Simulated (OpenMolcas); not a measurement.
Co5+.

```
Program             : OpenMolcas
Method              : CASSCF
Basis               : ANO-RCC-VQZP [7s6p4d3f2g1h]
Scalar Hamiltonian  : DKH2, point nucleus
Active space        : 4 electrons in 5 orbitals (3d)
State averaging     : 2S+1 = 5 even, 5 roots; 2S+1 = 3 even, 45 roots; 2S+1 = 1 even, 50 roots
Spin-orbit coupling : state interaction with AMFI integrals over the reference wave functions, term energies averaged over their components
```

Levels without dynamic correlation, in cm-1 above 3d4 5D0:

```json
{"Level": "3d4 3H4", "E": "30467"}
{"Level": "3d4 3P0(1)", "E": "32320"}
{"Level": "3d4 3F2(1)", "E": "35150"}
{"Level": "3d4 3G3", "E": "38484"}
```

On this reference, MS-CASPT2, IPEA 0.25 Eh, imaginary shift 0.1 Eh (closed shells correlated: 3s 3p) puts 3d4 3H4 at 28690 cm-1.

Question: Estimate the other levels at that method by one scale factor, and say how well it serves.

Answer: The factor is 28690 / 30467 = 0.942. Scaled values beside those that MS-CASPT2 gives and measured ones (Sugar and Corliss, J. Phys. Chem. Ref. Data 10, 1097 (1981)):
| Level | Scaled | MS-CASPT2 | Miss (%) | Measured |
| --- | --- | --- | --- | --- |
| 3d4 3P0(1) | 30445 | 27480 | +10.8 | 27166 |
| 3d4 3F2(1) | 33111 | 30960 | +6.9 | 30555 |
| 3d4 3G3 | 36252 | 34590 | +4.8 | 34026 |
For these levels the scaled values miss MS-CASPT2 by up to 10.8 %, as correlation changes each term by its own factor, spin-orbit parts do not scale and CASPT2 has its own spread within terms. This holds within one configuration; levels of others move differently, and the target method has errors of its own against measurement.

CASPT2 does not keep the components of a term degenerate, so their means are used; among the terms shown or strongly mixed into the levels shown the widest spread is 210 cm-1 (3d4 3H, MS-CASPT2). Without dynamic correlation excited terms often stand tens of per cent too high (terms of higher spin than the ground term too low), and those without a measured partner can miss by more than the paired ones (holds for CASSCF). Computed and measured levels are paired by configuration, term and J; levels that our copy of the source lacks, or whose pairing is in doubt (as where it misses far off the trend of its configuration), stay unpaired and out of the deviations. Only configurations of the active space appear.

A number in round brackets counts repeated terms of one configuration in the order of the reference energies.
